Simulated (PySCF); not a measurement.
Isomers of C8H15PS, one conformer each; single-point electronic energies without zero-point terms and without any empirical dispersion term.

Level: PBE0/pcSseg-1 in PySCF, non-relativistic, each on one gas-phase PBE0-D3(BJ)/def2-SVP geometry that isn't relaxed in the solvent. The solvent is an IEF-PCM continuum (Bondi radii, 1.10 Å for H, scaled by 1.2). Only the electrostatic response of the medium enters.

```csv
isomer,"relative energy, gas (kcal/mol)",dipole (D)
`CC(C)C1=CC[P@](C)(=S)C1`,0.0,5.20
`C=C[P@](=S)(/C=C\C)C(C)C`,28.7,4.20
`C=C[P@@](=S)(C(=C)C)C(C)C`,29.0,4.18
`C=CP1(=CC)CCSCC1`,69.9,1.87
```

Q: How do the relative energies look in chloroform (ε = 4.711)?

A: 
| isomer | relative energy, solvent (kcal/mol) | E(solvent) − E(gas) (kcal/mol) | dipole in solvent (D) |
| --- | --- | --- | --- |
| `CC(C)C1=CC[P@](C)(=S)C1` | 0.0 | -6.5 | 6.64 |
| `C=C[P@](=S)(/C=C\C)C(C)C` | 29.7 | -5.4 | 5.65 |
| `C=C[P@@](=S)(C(=C)C)C(C)C` | 30.2 | -5.3 | 5.72 |
| `C=CP1(=CC)CCSCC1` | 71.7 | -4.7 | 2.54 |

The order is unchanged. Conformers: `[CH3:1][CH:2]([CH3:3])[C:4]1=[CH:5][CH2:6][P@:7]([CH3:8])(=[S:9])[CH2:10]1` with C1–C2–C4–C5 123°, C4–C5–C6–P7 -16°, C5–C6–P7–C8 -84°, C6–P7–C10–C4 -21°, C2–C4–C10–P7 -164°; `[CH2:1]=[CH:2][P@:3](=[S:4])(/[CH:5]=[CH:6]\[CH3:7])[CH:8]([CH3:9])[CH3:10]` with C1–C2–P3–S4 -1°, C2–P3–C5–C6 77°, C2–P3–C8–C9 174°; `[CH2:1]=[CH:2][P@@:3](=[S:4])([C:5](=[CH2:6])[CH3:7])[CH:8]([CH3:9])[CH3:10]` with C1–C2–P3–S4 0°, C2–P3–C5–C6 48°, C2–P3–C8–C9 65°; `[CH2:1]=[CH:2][P:3]1(=[CH:4][CH3:5])[CH2:6][CH2:7][S:8][CH2:9][CH2:10]1` with C1–C2–P3–C4 108°, C2–P3–C6–C7 165°, P3–C6–C7–S8 -65°, C6–C7–S8–C9 63°, C7–S8–C9–C10 -63°. `CC(C)C1=CC[P@](C)(=S)C1` gains most from the continuum, and it has the largest gas-phase dipole. The gains span 1.8 kcal/mol, the gas-phase energies 69.9 kcal/mol.
